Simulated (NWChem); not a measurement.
**Electron attachment to diarsenic (As₂)**

SMILES: [As]#[As]
```xyz
2

As     0.0000     0.0000     1.0456
As     0.0000     0.0000    -1.0456
```
Charge 0, spin multiplicity 1.

Program: NWChem. Structure: optimised with PBE0/def2-SVP, a minimum by its harmonic frequencies.

Basis set: def2-TZVPD. −ε marks an orbital energy of the parent. The basis adds only a small set of diffuse functions.

The Hamiltonian is non-relativistic. B3LYP has NWChem's definition, with VWN1-RPA local correlation.

### Question
Order these methods by the vertical electron affinity they give, lowest first: −ε(LUMO) of HF, −ε(LUMO) of B3LYP, −ε(LUMO) of BHandHLYP, −ε(LUMO) of BP86, −ε(LUMO) of PBE.

### Answer
−ε(LUMO) of HF (-0.21 eV), −ε(LUMO) of BHandHLYP (1.85 eV), −ε(LUMO) of B3LYP (2.83 eV), −ε(LUMO) of PBE (3.37 eV), −ε(LUMO) of BP86 (3.51 eV)
